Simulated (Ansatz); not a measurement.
`[SiH3][SiH2][S][GaH2]` + `PP` → `P[PH][GaH2]` + `[SiH3][SiH2]S` at 700 K and 1 bar (ligand exchange at a Ga–S bond).

Computed with Ansatz on PBE0-D4/def2-TZVP structures; ΔE is electronic, products minus reactants. CCSD(T)/CBS is the MP2 limit (def2-TZVPP, def2-QZVPP) plus CCSD(T) − MP2 in def2-TZVPP, frozen cores. This one scheme is used for every species. For Ga outer-core shells are correlated without core-valence functions, which leaves a few kJ/mol of doubt a bond. Scalar relativity is left out up to krypton. Each species was taken in one conformer, which may not be the lowest.

```
                species  CCSD(T)/CBS energy (Eh)  H − E (kJ/mol)  S (J/(mol·K))
`[SiH3][SiH2][S][GaH2]`              -2904.12092           245.9          540.6
                   `PP`               -684.26248           137.7          339.9
          `P[PH][GaH2]`              -2608.80809           176.7          434.8
        `[SiH3][SiH2]S`               -979.55409           206.9          447.4
```

H − E and S are ideal-gas, rigid-rotor, harmonic terms from PBE0-D4/def2-TZVP, for one conformer and one mirror image of each species. 1 Eh = 2625.50 kJ/mol, R = 8.31446 J/(mol·K).

Problem. By hand: ΔE, ΔH, ΔS and ΔG.

Solution. ΔE = (-2608.80809) + (-979.55409) − (-2904.12092) − (-684.26248) = 0.02122 Eh = 55.7 kJ/mol. Δ(H − E) = 176.7 + 206.9 − 245.9 − 137.7 = 0.0, so ΔH = 55.7 kJ/mol. ΔS = 434.8 + 447.4 − 540.6 − 339.9 = 1.7 J/(mol·K). ΔG = 55.7 − 700 × (1.7)/1000 = 54.5 kJ/mol.

Problem. By hand: the equilibrium constant, and the temperature at which ΔG would vanish if ΔH and ΔS stayed fixed.

Solution. log₁₀ K = −ΔG/(RT ln 10) = -4.1. ΔG = 0 at ΔH/ΔS = 32765 K, far beyond where these terms or the molecules hold.

The number of gas molecules stays the same, so ΔS is small and ΔH decides. A doubt of 5 kJ/mol in ΔE shifts log₁₀ K by 0.4 here. Other conformers and mirror images would add mixing entropy, several J/(mol·K) or more a flexible species. Modes under 60 cm⁻¹, often nearly free rotors, make the harmonic entropy too high. These are equilibria of isolated gas molecules and say nothing of rates. Largest T1 diagnostic: 0.014 (customary marks: 0.02 for closed shells, 0.045 for open ones).
